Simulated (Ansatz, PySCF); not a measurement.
System: SnOCl (charge 0, doublet). SMILES: [O]=[Sn][Cl]
Geometry: optimised at B3LYP-D3(BJ)/def2-TZVP (Ansatz, a program for electronic structure).

Property: size of the dipole moment, in D. Terms: 6-31G* and kin with 6d, 5d where marked; LANL2DZ with its own core potentials from Na on; no dispersion term unless named; UHF or UKS for open shells; STO-3G and 3-21G all-electron and non-relativistic; spin-orbit terms left out; def2 sets with scalar-relativistic core potentials past Kr. Ab initio and DFT rows: single points at B3LYP-D3(BJ) geometries (Ansatz).

```csv
level,program,size of the dipole moment (D)
SVWN5/6-31G* with LANL2DZ past Ar,Ansatz,3.42
PBE/STO-3G,Ansatz,2.47
PBE/3-21G,Ansatz,2.91
PBE/LANL2DZ,Ansatz,3.62
BLYP/6-31G* with LANL2DZ past Ar,Ansatz,3.21
BP86/def2-SVP,PySCF,2.94
BP86/6-31G* with LANL2DZ past Ar (5d),PySCF,3.22
B3LYP/STO-3G,Ansatz,2.67
B3LYP/3-21G,Ansatz,3.16
B3LYP/LANL2DZ,Ansatz,3.87
B3LYP/def2-SVP,Ansatz,3.05
B3LYP/6-31G* with LANL2DZ past Ar,Ansatz,3.43
PBE0/6-31G* with LANL2DZ past Ar,Ansatz,3.47
```

No value to compare with is used here. The 13 habitual levels span 2.47 (PBE/STO-3G) to 3.87 D (B3LYP/LANL2DZ).

The levels are drawn from those run, B3LYP/6-31G* more often than the rest, none by its result; left out are runs that failed, that the program found above a lower state of the same kind, or whose <S^2> lies over 0.5 above the pure value.
